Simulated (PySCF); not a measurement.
C3H3, SMILES CC#[C], multiplicity 2. Coordinates come from a PBE-D3(BJ)/def2-TZVP optimisation. The isomer is the one that the SMILES or the coordinates give; other isomers of the formula were not compared.

### Question
Give the equilibrium geometry at PBE-D3(BJ)/def2-TZVP (PySCF confirms it by a frequency run) as Cartesian coordinates in Å, and its point group. (Estimate from the structure and the level; the computed values follow.)

### Answer
point group Cs.
```xyz
6

C      0.0762     1.5493     0.0000
C     -0.1530     0.3213     0.0000
C      0.0309    -1.1178     0.0000
H      1.1046    -1.3679     0.0000
H     -0.4144    -1.5744     0.8972
H     -0.4144    -1.5744    -0.8972
```
Charge 0, spin multiplicity 2.
